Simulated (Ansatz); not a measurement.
C₂H₂BFO₂ (`FB1OC=CO1`) at its PBE0-D4/def2-TZVP geometry, where that method's forces vanish. Charge 0, multiplicity 1.

```xyz
8

F     1.0959    0.5604    2.2617
B     0.5373    0.2748    1.1089
O    -0.7151    0.6951    0.7324
C    -0.8828    0.1697   -0.5290
C     0.1989   -0.5194   -0.8824
O     1.1324   -0.4817    0.1288
H    -1.8081    0.3671   -1.0428
H     0.4414   -1.0660   -1.7777
```

Question: What forces (eV/Å) does ωB97M-V/def2-TZVPP give on these atoms in Ansatz? (Best estimate.)

Answer: Computed: 
```
F1   0.115  0.059  0.236
B2  -0.036 -0.019 -0.073
O3  -0.079  0.143  0.216
C4  -0.054 -0.135 -0.332
C5  -0.239 -0.015 -0.272
O6   0.239 -0.061  0.112
H7   0.085 -0.023  0.037
H8  -0.031  0.051  0.075
```
